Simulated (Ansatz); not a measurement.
A structure relaxed at PBE0/def2-TZVP in Ansatz, charge 0, singlet:

```xyz
4

Sr   -1.107   -2.082    0.941
Sr   -1.779    1.591   -0.868
Sr    1.338    1.137    1.834
Sr    1.549   -0.646   -1.907
```

(1) Give its formula and point group.

(2) Summarise the bond lengths by kind (pairs closer than 1.2 times the sum of covalent radii, bridged metal pairs left out).

Answers

(1) the cluster Sr₄. Point group Td (tolerance 0.1 Å).

(2) 6 × Sr–Sr 4.14 to 4.15 Å.

In the def2 sets Sr takes a core potential; there is no spin–orbit coupling. The restricted singlet is unstable towards broken spin symmetry in Hartree–Fock (as tested in another run); at PBE0/def2-TZVP this wasn't settled. The structure comes from a short search, and lower isomers may exist.
